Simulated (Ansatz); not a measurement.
Program: Ansatz. Geometries: PBE0-D4/def2-TZVP. ΔE: electronic, gas phase. CBS: MP2 limit from def2 TZ/QZ plus the TZ coupled-cluster correction, frozen cores. This one scheme is used for every species. DFT in def2-TZVPP. B3LYP here is the variant with VWN-RPA as its local correlation; programs differ in this. HSE06 is defined as in plane-wave codes. Each species was taken in one conformer, which may not be the lowest.

`OBC(F)S` + `OBF` → `OBOBF` + `FCS`  (ligand exchange at a B–C bond)

| level | ΔE (kcal/mol) | difference from CCSD(T)/CBS |
| --- | --- | --- |
| LDA (SPW92) | -21.6 | 2.3 |
| PBE-D4 | -21.7 | 2.2 |
| BLYP-D4 | -23.5 | 0.4 |
| r2SCAN-D4 | -23.9 | 0.0 |
| B97M-V | -24.8 | -0.9 |
| PBE0-D4 | -23.1 | 0.8 |
| B3LYP-D4 | -24.6 | -0.7 |
| r2SCANh-D4 | -24.2 | -0.3 |
| HSE06-D4 | -23.1 | 0.8 |
| BHLYP-D4 | -26.2 | -2.3 |
| CAM-B3LYP-D4 | -25.0 | -1.1 |
| ωB97X-V | -23.7 | 0.2 |
| ωB97M-V | -23.5 | 0.4 |
| B2PLYP | -24.9 | -1.0 |
| PBE | -22.2 | 1.7 |
| revPBE | -22.6 | 1.3 |
| BLYP | -24.5 | -0.6 |
| r2SCAN | -24.0 | -0.1 |
| PBE0 | -23.5 | 0.4 |
| B3LYP | -25.3 | -1.4 |
| r2SCANh | -24.3 | -0.4 |
| r2SCAN0 | -24.8 | -0.9 |
| HSE06 | -23.5 | 0.4 |
| BHLYP | -26.9 | -3.0 |
| LC-ωPBE | -23.5 | 0.4 |
| RPA@PBE/def2-TZVPP | -23.1 | 0.8 |
| HF/def2-SVP | -29.4 | -5.5 |
| MP2/def2-SVP | -24.7 | -0.8 |
| CCSD/def2-SVP | -24.9 | -1.0 |
| CCSD(T)/def2-SVP | -24.4 | -0.5 |
| HF/def2-TZVPP | -29.9 | -6.0 |
| MP2/def2-TZVPP | -23.9 | 0.0 |
| SCS-MP2/def2-TZVPP | -24.7 | -0.8 |
| CCSD/def2-TZVPP | -24.6 | -0.7 |
| HF/def2-QZVPP | -30.3 | -6.4 |
| MP2/def2-QZVPP | -24.1 | -0.2 |
| SCS-MP2/def2-QZVPP | -24.9 | -1.0 |
| HF/CBS(def2) | -30.4 | -6.5 |
| MP2/CBS(def2) | -24.0 | -0.1 |
| CCSD/CBS(def2) | -24.7 | -0.8 |
| CCSD(T)/CBS | -23.9 | 0 |

(1) What do rigid-rotor, harmonic-oscillator terms from PBE0-D4/def2-TZVP frequencies (298.15 K, 1 bar) make of the CCSD(T)/CBS value? (Estimate.)

Largest T1 diagnostic among the species: 0.014.

## Answers

(1) The calculation gave: ΔZPE = +0.3 kcal/mol, ΔH = -23.4 kcal/mol, ΔS = 13 J/(mol·K), ΔG = -24.3 kcal/mol.

In def2-TZVPP, CCSD(T) changes the Hartree–Fock value by +6.2 kcal/mol (the triples alone add +0.8 kcal/mol) and MP2 by +6.0 kcal/mol. Leaving LDA and LC-ωPBE aside and taking each functional with its dispersion term where it has one, the values, not all of them listed here, spread over 4.7 kcal/mol, from BHLYP-D4 to revPBE-D4. From r2SCAN to r2SCAN0 (25 % exact exchange), in def2-TZVPP and without D4, ΔE moves by −0.8 kcal/mol.
